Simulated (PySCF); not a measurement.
C₅H₄O₂, SMILES C=C=C1OC=CO1. Heavy atoms are numbered as in [CH2:1]=[C:2]=[C:3]1[O:4][CH:5]=[CH:6][O:7]1. Hydrogens are named by the atom that carries them.

The structure is a stationary point at TPSSh-D3(BJ)/def2-SVP. The structure was generated by enumeration, and PubChem lists no compound with its InChIKey, so it may never have been made.

Computed with PySCF with PBE/pcSseg-1.

GIAO shieldings, no solvent; atoms alike by connectivity are averaged. δ = σ(ref) − σ: ¹³C against TMS (σ = 182.0 ppm); ¹⁷O against H2O (σ = 334.3 ppm); ¹H against TMS (σ = 31.49 ppm), references at their B3LYP-D3(BJ)/def2-TZVP geometries, non-relativistic.

Estimate the chemical shifts. (The exact figures need the calculation; the answer reports its results.)


```tsv
nucleus	atoms	count	δ (ppm)
¹³C	C2	1	218.3
¹³C	C3	1	167.8
¹³C	C5 (CH)	2	137.1
¹³C	C1 (CH2)	1	115.8
¹⁷O	O4	2	176.1
¹H	H on C1	2	7.23
¹H	H on C5	2	7.00
```
